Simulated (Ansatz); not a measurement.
Mulliken charges of C$_{2}$H$_{5}$FSSe, SMILES `CSC(F)[SeH]` from ωB97M-V/def2-TZVPP in Ansatz (PBE0-D4/def2-TZVP geometry).

| atom | x (Å) | y (Å) | z (Å) | charge (e) |
| --- | --- | --- | --- | --- |
| C1 | -1.641 | -0.159 | 0.129 | -0.367 |
| S2 | -0.312 | -1.242 | 0.667 | -0.020 |
| C3 | 1.073 | -0.131 | 0.364 | 0.003 |
| F4 | 2.133 | -0.577 | 1.099 | -0.180 |
| Se5 | 1.504 | -0.100 | -1.542 | -0.054 |
| H6 | -1.690 | 0.739 | 0.746 | 0.135 |
| H7 | -1.524 | 0.110 | -0.921 | 0.147 |
| H8 | -2.565 | -0.724 | 0.253 | 0.137 |
| H9 | 0.827 | 0.883 | 0.687 | 0.141 |
| H10 | 2.279 | 1.150 | -1.479 | 0.058 |

Question: By hand: the dipole of these point charges (1 e Å = 4.8032 D).

Answer: Σ q r = (-0.408, 0.400, -0.163) e Å, of length 0.594 e Å = 2.85 D.

Question: How does the dipole of the full density compare? (An estimate is asked.)

Answer: Ansatz gave: (-0.363, 0.431, -0.088) e Å, 2.74 D; the point charges give 1.04 times that, at 9° from its direction.

Point charges leave out the atoms' own dipoles, such as those of lone pairs, and Mulliken's split depends on the basis, so the close match here is no proof of good charges.
